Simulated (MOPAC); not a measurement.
MOPAC input (PM3):

```
PM3 FORCE THERMO(298,298) PRECISE LET CHARGE=-1 GEO-OK AUX(PRECISION=9) THREADS=1
CH2BO

B    -0.23088645 1   -0.00192950 1   -1.28566791 1
H    -0.34091863 1    0.93893121 1   -1.90189436 1
H    -0.34165702 1   -0.94461394 1   -1.89895936 1
C     0.00850167 1    0.00006342 1    0.04734072 1
O     0.22241108 1    0.00186161 1    1.23847356 1
```

From the output:

```
     O    5   1.085288   0.094289   0.094245  14.501369  15.514329

          HEAT OF FORMATION =     -47.030035 KCALS/MOLE

          ZERO POINT ENERGY      17.635 KCAL/MOL

           NORMAL COORDINATE ANALYSIS (Total motion = 1 Angstrom)

   Root No.       1         2         3         4         5         6         7         8

                 1 B2      1 B1      2 B2      2 B1      1 A1      2 A1      3 A1      3 B2

                 374.1     484.5     824.2     878.6     971.0    1235.8    2121.8    2710.1

           1    0.0008    0.0000   -0.1032    0.0000    0.0056    0.1655   -0.0665   -0.0555
           2   -0.0005    0.0000    0.0684    0.0000    0.0085    0.2495   -0.1003    0.0368
           3   -0.0000   -0.0853   -0.0000   -0.1163   -0.0000    0.0000    0.0000   -0.0000
           4   -0.0098    0.0000   -0.0743   -0.0000    0.0119    0.1802   -0.1224    0.4644
           5    0.3913    0.0000   -0.3444   -0.0000    0.4640   -0.1697   -0.0282    0.0201
           6    0.0000   -0.2596    0.0000    0.4245    0.0000   -0.0000    0.0000   -0.0000
           7   -0.3643    0.0000    0.2884   -0.0000    0.4228   -0.2264    0.0217    0.1621
           8   -0.1432    0.0000    0.2024   -0.0000    0.1915    0.1000   -0.1237   -0.4357
           9   -0.0000   -0.2596   -0.0000    0.4245    0.0000   -0.0000    0.0000    0.0000
          10    0.1161   -0.0000    0.1137   -0.0000   -0.0112   -0.0189    0.2277   -0.0028
          11   -0.0770   -0.0000   -0.0754   -0.0000   -0.0169   -0.0285    0.3433    0.0019
          12    0.0000    0.2775    0.0000    0.0342   -0.0000   -0.0000    0.0000   -0.0000
          13   -0.0641    0.0000   -0.0292    0.0000   -0.0228   -0.0947   -0.1196    0.0002
          14    0.0425    0.0000    0.0193    0.0000   -0.0344   -0.1428   -0.1804   -0.0001
          15   -0.0000   -0.1180   -0.0000   -0.0005   -0.0000   -0.0000   -0.0000    0.0000

   Root No.       9

                 4 A1

                2735.5

           1   -0.0296
           2   -0.0447
           3   -0.0000
           4    0.4683
           5   -0.0049
           6    0.0000
           7   -0.1867
           8    0.4295
           9    0.0000
          10    0.0044
          11    0.0066
          12    0.0000
          13   -0.0010
          14   -0.0015
          15    0.0000

           MASS-WEIGHTED COORDINATE ANALYSIS (NORMAL COORDINATES)

   Root No.       1         2         3         4         5         6         7         8

                 1 B2      1 B1      2 B2      2 B1      1 A1      2 A1      3 A1      3 B2

                 374.1     484.5     824.2     878.6     971.0    1235.8    2121.8    2710.1

           1    0.0033    0.0000   -0.4178    0.0000    0.0271    0.4333   -0.1268   -0.2626
           2   -0.0022    0.0000    0.2771    0.0000    0.0409    0.6534   -0.1912    0.1741
           3   -0.0000   -0.2403   -0.0000   -0.5286   -0.0000    0.0000    0.0000   -0.0000
           4   -0.0123    0.0000   -0.0918   -0.0000    0.0175    0.1441   -0.0712    0.6704
           5    0.4923    0.0000   -0.4259   -0.0000    0.6813   -0.1357   -0.0164    0.0291
           6    0.0000   -0.2233    0.0000    0.5890    0.0000   -0.0000    0.0000   -0.0000
           7   -0.4583    0.0000    0.3566   -0.0000    0.6208   -0.1811    0.0126    0.2340
           8   -0.1802    0.0000    0.2503   -0.0000    0.2812    0.0800   -0.0720   -0.6288
           9   -0.0000   -0.2233   -0.0000    0.5890    0.0000   -0.0000    0.0000    0.0000
          10    0.5043   -0.0000    0.4855   -0.0000   -0.0567   -0.0521    0.4574   -0.0142
          11   -0.3345   -0.0000   -0.3219   -0.0000   -0.0856   -0.0786    0.6897    0.0094
          12    0.0000    0.8240    0.0000    0.1636   -0.0000   -0.0000    0.0000   -0.0000
          13   -0.3215    0.0000   -0.1436    0.0000   -0.1333   -0.3017   -0.2774    0.0011
          14    0.2132    0.0000    0.0952    0.0000   -0.2010   -0.4550   -0.4182   -0.0008
          15   -0.0000   -0.4044   -0.0000   -0.0028   -0.0000   -0.0000   -0.0000    0.0000

   Root No.       9

                 4 A1

                2735.5

           1   -0.1415
           2   -0.2134
           3   -0.0000
           4    0.6829
           5   -0.0072
           6    0.0000
           7   -0.2723
           8    0.6263
           9    0.0000
          10    0.0220
          11    0.0332
          12    0.0000
          13   -0.0058
          14   -0.0088
          15    0.0000

          DESCRIPTION OF VIBRATIONS

 VIBRATION          1    1B2         ATOM PAIR     ENERGY CONTRIBUTION    RADIAL
 FREQUENCY           374.09         C 4 -- O 5         +27.8% (106.0%)      0.0%
 TRANSITION DIPOLE   0.2258         B 1 -- H 2         +27.0% (104.5%)      0.1%
 TRAVEL (Ang.)       0.2941         B 1 -- H 3         +27.0% (104.5%)      0.1%
 REDUCED MASS        2.0835         B 1 -- C 4         +18.2% ( 85.9%)      0.0%
 EFFECTIVE MASS     11.0455
 FORCE CONSTANT      0.1718

 VIBRATION          2    1B1         ATOM PAIR     ENERGY CONTRIBUTION    RADIAL
 FREQUENCY           484.48         C 4 -- O 5         +49.3% ( 87.8%)      0.0%
 TRANSITION DIPOLE   1.2672         B 1 -- C 4         +49.2% ( 87.7%)      0.0%
 TRAVEL (Ang.)       0.1522         B 1 -- H 3          +0.8% ( 10.9%)      0.0%
 REDUCED MASS        6.0070         B 1 -- H 2          +0.8% ( 10.9%)      0.0%
 EFFECTIVE MASS     12.1601
 FORCE CONSTANT      0.8307

 VIBRATION          3    2B2         ATOM PAIR     ENERGY CONTRIBUTION    RADIAL
 FREQUENCY           824.20         B 1 -- C 4         +36.6% ( 78.2%)      0.0%
 TRANSITION DIPOLE   0.9233         B 1 -- H 3         +26.5% ( 66.6%)     17.7%
 TRAVEL (Ang.)       0.1949         B 1 -- H 2         +26.5% ( 66.6%)     17.7%
 REDUCED MASS        2.1528         C 4 -- O 5         +10.4% ( 41.6%)      0.0%
 EFFECTIVE MASS      7.7137
 FORCE CONSTANT      0.8616

 VIBRATION          4    2B1         ATOM PAIR     ENERGY CONTRIBUTION    RADIAL
 FREQUENCY           878.63         B 1 -- H 3         +43.3% ( 62.7%)      0.0%
 TRANSITION DIPOLE   0.8928         B 1 -- H 2         +43.3% ( 62.7%)      0.0%
 TRAVEL (Ang.)       0.2647         B 1 -- C 4         +12.6% ( 33.9%)      0.0%
 REDUCED MASS        1.0954         C 4 -- O 5          +0.7% (  8.0%)      0.0%
 EFFECTIVE MASS      3.0365
 FORCE CONSTANT      0.4983

 VIBRATION          5    1A1         ATOM PAIR     ENERGY CONTRIBUTION    RADIAL
 FREQUENCY           971.00         B 1 -- H 3         +43.5% ( 55.8%)      0.0%
 TRANSITION DIPOLE   0.2635         B 1 -- H 2         +43.5% ( 55.8%)      0.0%
 TRAVEL (Ang.)       0.3763         B 1 -- C 4          +7.0% ( 22.4%)    100.0%
 REDUCED MASS        0.4904         C 4 -- O 5          +6.1% ( 20.8%)    100.0%
 EFFECTIVE MASS      1.9642
 FORCE CONSTANT      0.2724

 VIBRATION          6    2A1         ATOM PAIR     ENERGY CONTRIBUTION    RADIAL
 FREQUENCY          1235.76         B 1 -- C 4         +35.0% ( 89.0%)    100.0%
 TRANSITION DIPOLE   0.2886         B 1 -- H 3         +27.7% ( 79.1%)     11.8%
 TRAVEL (Ang.)       0.0995         B 1 -- H 2         +27.7% ( 79.1%)     11.8%
 REDUCED MASS        5.5098         C 4 -- O 5          +9.7% ( 46.9%)    100.0%
 EFFECTIVE MASS     12.3334
 FORCE CONSTANT      4.9574

 VIBRATION          7    3A1         ATOM PAIR     ENERGY CONTRIBUTION    RADIAL
 FREQUENCY          2121.80         C 4 -- O 5         +59.0% ( 94.5%)    100.0%
```

The dipole moment of an ion depends on the origin.
